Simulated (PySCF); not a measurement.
## Radial density of Sn(42+) (tin, charge +42)

BHandHLYP, [He] 2s2 2p4, high-spin 3P determinant. Computed with PySCF 2.14 in an uncontracted even-tempered set (19 s from 17 bohr⁻², ratio 2.2; 12 p from 22 bohr⁻², ratio 2.2; 6 d from 95 bohr⁻², ratio 2.4; 5 f from 140 bohr⁻², ratio 2.4; 4 g from 210 bohr⁻², ratio 2.4), with the spin-free X2C one-electron Hamiltonian (Gaussian nucleus).

| r (bohr) | 4πr²ρ (e/bohr) | 4πr²(ρα − ρβ) |
| --- | --- | --- |
| 0.0277 | 55.27 | 3.7272 |
| 0.0467 | 41.58 | 11.0579 |
| 0.0785 | 52.54 | 18.2503 |
| 0.132 | 37.64 | 11.2154 |
| 0.222 | 4.849 | 1.3210 |
| 0.374 | 0.03549 | 0.0097 |

Densities and radii are taken from the X2C orbitals without a picture-change correction, which distorts them close to the nucleus.

Spin-orbit coupling is strong in this species (close to jj coupling), so the high-spin LS determinant is a model state, not a physical level.
